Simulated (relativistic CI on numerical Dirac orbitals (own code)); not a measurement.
## d5 in a ligand field

Computed with a parametric ligand-field model of a d^n configuration (Racah B and C, spin-orbit zeta, crystal field), exact diagonalisation.

Field parameters in Wybourne normalisation: Oh B⁴₀ = 21Dq, B⁴₄ = √(5/14) B⁴₀. The field is a parameter set, without covalency.

Question: Ground term and bands for B = 660, C = 2960, ζ = 0 cm⁻¹, Oh, 10Dq = 16500 cm⁻¹?

Answer: Ground term 6A1 with 2.00 electrons in the two orbitals of the cubic e set. Spin-allowed: none. Lowest spin-forbidden: 2T2 4241 cm⁻¹ (2358 nm), 4T1 7345 cm⁻¹ (1362 nm), 4T2 11913 cm⁻¹ (839 nm). A high-spin d5 ion has no spin-allowed d-d band, hence its pale colour.

Question: Ground term and bands for B = 660, C = 2960, ζ = 0 cm⁻¹, Oh, 10Dq = 19140 cm⁻¹?

Answer: Ground term 2T2 with 0.06 electrons in the two orbitals of the cubic e set. Spin-allowed: 2A2 15843 cm⁻¹ (631 nm), 2T1 16065 cm⁻¹ (622 nm), 2T2 17645 cm⁻¹ (567 nm), 2E 19228 cm⁻¹ (520 nm). Lowest spin-forbidden: 6A1 852 cm⁻¹, 4T1 5610 cm⁻¹ (1783 nm), 4T2 10309 cm⁻¹ (970 nm).

Question: Ground term and bands for B = 660, C = 2960, ζ = 0 cm⁻¹, Oh, 10Dq = 20460 cm⁻¹?

Answer: Ground term 2T2 with 0.06 electrons in the two orbitals of the cubic e set. Spin-allowed: 2A2 17106 cm⁻¹ (585 nm), 2T1 17329 cm⁻¹ (577 nm), 2T2 18945 cm⁻¹ (528 nm), 2E 20529 cm⁻¹ (487 nm). Lowest spin-forbidden: 6A1 3410 cm⁻¹ (2932 nm), 4T1 6870 cm⁻¹ (1456 nm), 4T2 11619 cm⁻¹ (861 nm).

Question: Ground term and bands for B = 660, C = 2960, ζ = 0 cm⁻¹, Oh, 10Dq = 4620 cm⁻¹?

Answer: Ground term 6A1 with 2.00 electrons in the two orbitals of the cubic e set. Spin-allowed: none. Lowest spin-forbidden: 4T1 18607 cm⁻¹ (537 nm), 4T2 20657 cm⁻¹ (484 nm), 4A1+E 21400 cm⁻¹ (467 nm). A high-spin d5 ion has no spin-allowed d-d band, hence its pale colour.

Question: Ground term and bands for B = 660, C = 2960, ζ = 0 cm⁻¹, Oh, 10Dq = 660 cm⁻¹?

Answer: Ground term 6A1 with 2.00 electrons in the two orbitals of the cubic e set. Spin-allowed: none. Lowest spin-forbidden: 4T1 21307 cm⁻¹ (469 nm), 4T2 21386 cm⁻¹ (468 nm), 4A1+E 21400 cm⁻¹ (467 nm). A high-spin d5 ion has no spin-allowed d-d band, hence its pale colour.
